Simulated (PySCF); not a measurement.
F2H4Si2, SMILES F[SiH](F)[SiH3].

Geometry optimised at TPSSh-D3(BJ)/def2-SVP.

All values below come from TDA-PBE0/def2-SVPD in PySCF.

Vertical excitations. The molecule is in vacuum. State labels are in the subgroup Cs.

```
state  symmetry  energy (eV)  λ (nm)      f                                                                  main pairs
-----  --------  -----------  ------  -----  --------------------------------------------------------------------------
S1           A"         6.92     179  0.015                                                            HOMO→LUMO+1 96 %
S2           A'         7.03     176  0.054                                                              HOMO→LUMO 95 %
S3           A'         8.03     154  0.005                                          HOMO→LUMO+3 53 %, HOMO→LUMO+2 44 %
S4           A'         8.24     150  0.302                       HOMO→LUMO+2 50 %, HOMO→LUMO+3 32 %, HOMO−2→LUMO+1 9 %
S5           A"         8.35     148  0.000                                        HOMO−2→LUMO 52 %, HOMO−1→LUMO+1 45 %
S6           A"         8.49     146  0.001                                                            HOMO→LUMO+4 97 %
S7           A'         8.64     144  0.016                                        HOMO−1→LUMO 49 %, HOMO−2→LUMO+1 43 %
S8           A"         8.66     143  0.021                                        HOMO−1→LUMO+1 49 %, HOMO−2→LUMO 40 %
S9           A'         8.88     140  0.032                                                            HOMO→LUMO+5 90 %
S10          A'         9.24     134  0.485  HOMO−2→LUMO+1 28 %, HOMO−1→LUMO 20 %, HOMO−1→LUMO+3 19 %, HOMO→LUMO+7 11 %
T1           A"         5.99     207      0                                                            HOMO→LUMO+1 97 %
T2           A'         6.00     207      0                                                              HOMO→LUMO 96 %
T3           A'         7.16     173      0                                          HOMO→LUMO+3 70 %, HOMO→LUMO+2 23 %
T4           A'         7.55     164      0     HOMO−1→LUMO 40 %, HOMO−2→LUMO+1 26 %, HOMO→LUMO+2 19 %, HOMO→LUMO+3 7 %
```
Triplets are in the Tamm–Dancoff approximation.
